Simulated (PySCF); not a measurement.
C₂H₇ClSi₃, SMILES C=C1[SiH2][SiH2][Si@H]1Cl. Atoms are numbered in the order given.

```xyz
13

C      2.5738    -0.2103     0.2952
C      1.2492    -0.4161     0.2511
Si     0.1671    -1.5293     1.3537
Si    -1.7074    -0.9667     0.0274
Si    -0.0002     0.3302    -0.9562
Cl    -0.2146     2.3820    -0.6727
H      3.0829     0.4693    -0.4009
H      3.2232    -0.7034     1.0303
H      0.5833    -2.9670     1.3389
H      0.1102    -1.0614     2.7743
H     -2.2553    -2.0678    -0.8225
H     -2.8141    -0.2120     0.6860
H      0.3457     0.1276    -2.3959
```
Charge 0, spin multiplicity 1.

Coordinates come from a PBE0-D3(BJ)/def2-SVP optimisation. The geometry has at least one imaginary mode, so it is a saddle point at that level. The structure was generated by enumeration; whether it is a known compound was not checked.

These are SMD-PBE0/def2-SVP run with PySCF values and carry that method's errors.

Solvation free energies are E(SMD) − E(gas) at the gas-phase geometry, for 1 M in both phases. In vacuum the dipole moment is 1.70 D.

Computed solvation free energies in water, dichloromethane, 1-octanol:
```
solvent          ΔG(solv) (kcal/mol)  its non-electrostatic (CDS) part  dipole (D)
---------------  -------------------  --------------------------------  ----------
water                            2.5                               4.8        2.30
dichloromethane                 -3.2                              -1.2        2.20
1-octanol                       -2.1                               0.0        2.21
```
